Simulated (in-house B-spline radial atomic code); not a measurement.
**Ionising the strontium ion Sr⁸⁺ with different functionals**

Computed with an all-electron radial atomic-structure program (B-spline basis): four-component Dirac-Coulomb Hamiltonian, Fermi nucleus of rms radius 4.224 fm, spin-restricted, spherical fractional occupations for the functionals, and exact exchange of hybrids averaged over the configuration. The ionisation energy is the difference of two self-consistent energies, [Ar] 3d10 4s2 → [Ar] 3d10 4s1, without Breit or QED terms; ε is the level of the shell that loses the electron (mean over j).

| method | rung | ΔSCF (eV) | -ε(4s) (eV) |
| --- | --- | --- | --- |
| B97-1 | global hybrid | 159.08 | 151.93 |
| BHandHLYP | global hybrid | 158.67 | 154.16 |
| LC-wPBE | range-separated hybrid | 159.69 | 155.84 |
| wB97X | range-separated hybrid | 159.31 | 155.36 |

Problem. Among the functionals, which spreads more, the ΔSCF values or the orbital energies?

Solution. The orbital energies: ΔSCF values span about 1.02 eV and the orbital energies 3.91 eV.

Problem. How do they compare with the NIST value?

Solution. NIST lists 158.3 eV ± 0.25 (semi-empirical, ground level to ground level). Errors run from +0.34 to +1.36 eV; BHandHLYP is closest (+0.34 eV), but part of that can be cancellation, since the calculations leave out Breit-QED terms, spin polarisation.
